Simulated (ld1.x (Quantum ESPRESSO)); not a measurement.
How hard is this platinum (Pt) TM potential?

```
Element                 : Pt (Z = 78)
Generator               : ld1.x (Quantum ESPRESSO) 7.5
Type                    : norm-conserving Troullier–Martins (Kleinman–Bylander form)
Functional              : PBE
Relativity              : scalar-relativistic
Frozen core             : [Xe] 4f14
Valence charge          : 10
Reference configuration : 5d8 6s0 6p0 (charge +2)
Partial waves           : 6p (bound, empty): rc 2.70 bohr; 5d (bound): rc 2.15 bohr; 6s (bound, empty): rc 1.80 bohr
Local potential         : the s channel
Core correction         : a·sin(br)/r model core inside 1.70 bohr
```

The pseudo-atom Hamiltonian at the reference potential is diagonalised in spherical Bessel functions j_l(qr) that vanish at 20 bohr, with q² up to the cutoff. All-electron valence levels (Ry): 6p -1.0547, 5d -1.9020, 6s -1.6268.

Problem. How do the lowest levels (Ry) of each channel move with the cutoff, and are there ghosts?

Solution.

```
cutoff (Ry)     p #1     d #1     s #1     f #1     f #2  Σ f·Δε (mRy)
          8  -1.0526  -1.0373  -1.5652  -0.2950  -0.1685        6917.2
         15  -1.0543  -1.4606  -1.5928  -0.2952  -0.1686        3531.0
         21  -1.0546  -1.7780  -1.6195  -0.2953  -0.1688         991.3
         35  -1.0547  -1.8988  -1.6230  -0.2954  -0.1688          25.1
         45  -1.0547  -1.9018  -1.6256  -0.2954  -0.1688           1.1
         60  -1.0547  -1.9019  -1.6260  -0.2954  -0.1688           0.6
        400  -1.0547  -1.9020  -1.6268  -0.2954  -0.1688           0.0
```

Result: no extra level below or beside the all-electron valence levels (p, d, s, f tested); 10 mRy is reached at 40 Ry and 1 mRy at 50 Ry.

Its largest configuration-test error is -531 meV.
